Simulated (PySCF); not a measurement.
## C₆ coefficients of unlike pairs at UHF

Calculated with PySCF 2.14 from the dipole response of each species, C₆(A,B) = (3/π) ∫ α_A(iu) α_B(iu) du, in atomic units, from isotropic polarisabilities. For ions this is the dispersion term alone; charge-induced terms of lower order in 1/R come first.

```tsv
species	configuration	basis	relativity	α (bohr³)	C₆ (like pair)
K	[Ar] 4s1 (2S)	x2c-TZVPPall with one added diffuse shell each of s, p, d type (7s5p4d)	spin-free X2C	372.5	5678
Si(2+)	[Ne] 3s2 (1S)	aug-cc-pV(5+d)Z (8s7p6d4f3g2h)	none	12.59	45.07
Ni+	[Ar] 3d9 (2D)	aug-cc-pVTZ with one added diffuse shell each of s, p, d, f, g type (9s8p6d4f3g)	none	5.904	19.38
Ta+	[Xe] 4f14 5d3 6s1 (5F)	def2-TZVPPD with the def2 core potential (60 electrons) (6s5p3d2f1g)	core potential	51.38	456.0
```

Question: Estimate C₆ for Ta+ with Si(2+).

Answer: The integral gives 140.8. The combination rule 2 C_A C_B / (C_A α_B/α_A + C_B α_A/α_B) gives 139.0 and the geometric mean 143.4.

No spin-orbit coupling is included.

The other pairs:

| pair | C₆ |
| --- | --- |
| Ni+, Si(2+) | 27.24 |
| Ta+, K | 1284 |
| Si(2+), K | 350.7 |
| Ni+, K | 178.9 |
| Ta+, Ni+ | 83.14 |
